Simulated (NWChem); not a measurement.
System: iodine (I$_{2}$); SMILES II

NWChem printed, in part:

```
             Northwest Computational Chemistry Package (NWChem) 7.3.0
             --------------------------------------------------------

 ORDER OF PRIMARY AXIS IS BEING SET TO 4
 D4H symmetry detected

                             Geometry "geometry" -> ""
                             -------------------------

 Output coordinates in angstroms (scale by  1.889725989 to convert to a.u.)

  No.       Tag          Charge          X              Y              Z
 ---- ---------------- ---------- -------------- -------------- --------------
    1 I                   53.0000     0.00000000     0.00000000     1.33192165
    2 I                   53.0000     0.00000000     0.00000000    -1.33192165

 Effective nuclear repulsion energy (a.u.)     558.0128862114

      Symmetry information
      --------------------

 Group name             D4h
 Group number             28
 Group order              16
 No. of unique centers     1

                                Z-matrix (autoz)
                                --------

 Units are Angstrom for bonds and degrees for angles

      Type          Name      I     J     K     L     M      Value
      ----------- --------  ----- ----- ----- ----- ----- ----------
    1 Stretch                  1     2                       2.66384

                           NWChem Geometry Optimization
                           ----------------------------

 maximum gradient threshold         (gmax) =   0.000450
 rms gradient threshold             (grms) =   0.000300
 maximum cartesian step threshold   (xmax) =   0.001800
 rms cartesian step threshold       (xrms) =   0.001200
 fixed trust radius                (trust) =   0.300000
 source of zmatrix                         =   autoz

          -------------------
          Energy Minimization
          -------------------

 Using diagonal initial Hessian
 Scaling for Hessian diagonals: bonds = 1.00  angles = 0.25  torsions = 0.10

          --------
          Step   0

                                 NWChem DFT Module
                                 -----------------

 Summary of "ao basis" -> "ao basis" (spherical)
 ------------------------------------------------------------------------------
       Tag                 Description            Shells   Functions and Types
 ---------------- ------------------------------  ------  ---------------------
 I                         def2-tzvp                16       50   6s5p3d2f

[...]

      ----------------------
      Optimization converged
      ----------------------

  Step       Energy      Delta E   Gmax     Grms     Xrms     Xmax
  ---- ---------------- -------- -------- -------- -------- --------
@    2    -595.46231062 -4.8D-08  0.00001  0.00001  0.00026  0.00045
                                     ok       ok       ok       ok

                                Z-matrix (autoz)
                                --------

 Units are Angstrom for bonds and degrees for angles

      Type          Name      I     J     K     L     M      Value     Gradient
      ----------- --------  ----- ----- ----- ----- ----- ---------- ----------
    1 Stretch                  1     2                       2.65559    0.00001

                         Geometry "geometry" -> "geometry"
                         ---------------------------------

 Output coordinates in angstroms (scale by  1.889725989 to convert to a.u.)

  No.       Tag          Charge          X              Y              Z
 ---- ---------------- ---------- -------------- -------------- --------------
    1 I                   53.0000     0.00000000     0.00000000     1.32779533
    2 I                   53.0000     0.00000000     0.00000000    -1.32779533

 Effective nuclear repulsion energy (a.u.)     559.7469948078

      Symmetry information
      --------------------

 Group name             D4h
 Group number             28
 Group order              16
 No. of unique centers     1

                Final and change from initial internal coordinates
                --------------------------------------------------

                                Z-matrix (autoz)
                                --------

 Units are Angstrom for bonds and degrees for angles

[...]

 Rotational Constants
 --------------------
 A=   0.000000 cm-1  (  0.000000 K)
 B=   0.037674 cm-1  (  0.054204 K)
 C=   0.037674 cm-1  (  0.054204 K)

 Temperature                      =   298.15K
 frequency scaling parameter      =   1.0000

 Linear Molecule

 Zero-Point correction to Energy  =    0.323 kcal/mol  (  0.000515 au)
 Thermal correction to Energy     =    2.130 kcal/mol  (  0.003395 au)
 Thermal correction to Enthalpy   =    2.723 kcal/mol  (  0.004339 au)

 Total Entropy                    =   62.100 cal/mol-K
   - Translational                =   42.475 cal/mol-K (mol. weight = 253.8008)
   - Rotational                   =   17.717 cal/mol-K (symmetry #  =        2)
   - Vibrational                  =    1.908 cal/mol-K

 Cv (constant volume heat capacity) =    6.766 cal/mol-K
   - Translational                  =    2.979 cal/mol-K
   - Rotational                     =    1.986 cal/mol-K
   - Vibrational                    =    1.800 cal/mol-K

[normal modes left out]

 ----------------------------------------------------------------------------
 Normal Eigenvalue ||           Projected Infra Red Intensities
  Mode   [cm**-1]  || [atomic units] [(debye/angs)**2] [(KM/mol)] [arbitrary]
 ------ ---------- || -------------- ----------------- ---------- -----------
    1       -0.000 ||    0.000000           0.000         0.000      59.953
    2        0.000 ||    0.000000           0.000         0.000       0.012
    3        0.000 ||    0.000000           0.000         0.000       0.012
    4        0.000 ||    0.000000           0.000         0.000       0.012
    5        0.000 ||    0.000000           0.000         0.000       0.012
    6      226.194 ||    0.000000           0.000         0.000       0.000
 ----------------------------------------------------------------------------
```

Level: PBE0-D3(BJ)/def2-TZVP with def2 effective core potentials on I. def2 effective core potentials on I; no spin-orbit coupling.

### Question
Which NWChem input produces such a log?

### Answer
One answer among several that fit: the input that was run:
```
start job
memory heap 200 mb stack 900 mb global 1100 mb
geometry units angstroms
  I      1.331770    -0.017814     0.009307
  I     -1.331770     0.017814    -0.009307
end
basis spherical
  * library def2-tzvp
end
ecp
  I library def2-ecp
end
dft
  xc pbe0
  disp vdw 4
  iterations 150
end
driver
  maxiter 120
end
task dft optimize
dft
  grid fine
  convergence energy 1d-8 density 1d-7
end
task dft freq numerical
```
